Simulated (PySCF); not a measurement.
## Excitation energy of W²⁺ by level of theory

W²⁺ [Xe] 4f14 5d4 (5D) → W²⁺ [Xe] 4f14 5d3 6s1, s spin flipped, as a difference of total energies. All numbers are calculated (PySCF 2.14, the spin-free X2C one-electron Hamiltonian (Gaussian nucleus), in ANO-RCC-VTZP). Correlated levels: valence: [Xe] 4f14 frozen. The calculations carry no spin-orbit coupling.

| method | excitation energy (eV) |
| --- | --- |
| UHF | 2.880 |
| MP2 (valence) | 2.674 |
| SCS-MP2 (valence) | 2.269 |

Q: How much does correlation contribute at MP2 (valence)?

A: 2.674 − (2.880) = -0.206 eV, measured against UHF.

The upper determinant mixes two multiplicities, so it lies between the two terms.

The basis was made for the ground configuration and has no added diffuse functions, so the excitation energy can come out too high.

The coupled-cluster amplitudes are large for the upper state (T1 above 0.03 or a double amplitude above 0.15), so a single reference is strained.
